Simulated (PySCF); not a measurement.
Structure revision by computed shifts

A compound C6H9NSi gives the data below (simulated from a calculation) and was assigned the structure `C=C1CN(C2=CC2)[SiH2]1`.

¹³C{¹H} NMR (computed): δ 163.8 (CH), 135.3 (C), 104.8 (C), 88.2 (C), 37.0 (CH2), 18.8 (CH2).

¹H NMR (300 MHz, computed): δ 7.18 (t, 1H), 5.02 (m, 2H), 3.71 (s, 2H), 1.92 (m, 2H), 0.84 (br s, 2H).

PySCF 2.14.0 with density-fitted response routines calculation with GFN2-xTB structure and NMR shieldings at PBE0/pcSseg-1/GIAO; no solvent, non-relativistic Hamiltonian, one computed conformer, equivalent nuclei averaged.

References, each an isolated molecule treated in the same way: ¹H (σ = 31.72 ppm), ¹³C (σ = 186.93 ppm) against TMS.

Question: Compare with the shifts computed for the proposed structure, pairing carbons in order of shift.

Answer: Mapped SMILES: `[CH2:1]=[C:2]1[CH2:3][N:4]([C:5]2=[CH:6][CH2:7]2)[SiH2:8]1`. Hydrogens are named by the atom that carries them.

```json
{"atom": "C2", "computed for proposal": "152.9", "given list": "163.8", "difference": "-10.9"}
{"atom": "C1", "computed for proposal": "132.8", "given list": "135.3", "difference": "-2.5"}
{"atom": "C5", "computed for proposal": "129.2", "given list": "104.8", "difference": "+24.4"}
{"atom": "C6", "computed for proposal": "69.2", "given list": "88.2", "difference": "-19.0"}
{"atom": "C3", "computed for proposal": "64.7", "given list": "37.0", "difference": "+27.7"}
{"atom": "C7", "computed for proposal": "12.2", "given list": "18.8", "difference": "-6.6"}
```

The rms difference is 17.8 ppm and the largest +27.7 ppm at C3 (allylic sp3 CH2 bonded to N). The carbon types in order of shift don't match either: C, CH2, C, CH, CH2, CH2 for the proposal against CH, C, C, C, CH2, CH2 in the data. The proposal doesn't fit.

Question: Which isomer fits?

Answer: SMILES NCC#CC1=CC[SiH2]1.

1. Carbon types of the structure: 3 × C, 1 × CH, 2 × CH2, leaving 4 H on heteroatoms.
2. δC 163.8: alkene CH; as expected for a trigonal carbon in a double bond.
3. δC 135.3: fully substituted alkene carbon; an sp2 carbon of a C=C bond.
4. δC 104.8, 88.2: alkyne carbon; the triple bond shields along its axis, which puts it between sp3 and sp2 carbons.
5. δH 0.84: hydrogen on an amine nitrogen; labile proton, position sensitive to the medium.

The shifts were computed for this structure.

Exchangeable OH/NH protons stand at their gas-phase positions; hydrogen bonding in a real sample shifts them, mostly to higher δ. Shifts are as computed. Against solution values, carbons near 30 ppm lie about +3 ppm off and those near 130 ppm about +5 ppm. Of 1309 compounds with measured shifts, 239 miss one by over three times the rms of a fit or turn the order of signals round; such compounds aren't used in these exercises. Multiplicities follow the n + 1 count of equivalent neighbours, as no J values were calculated; m marks all less simple cases, F and P coupling included.
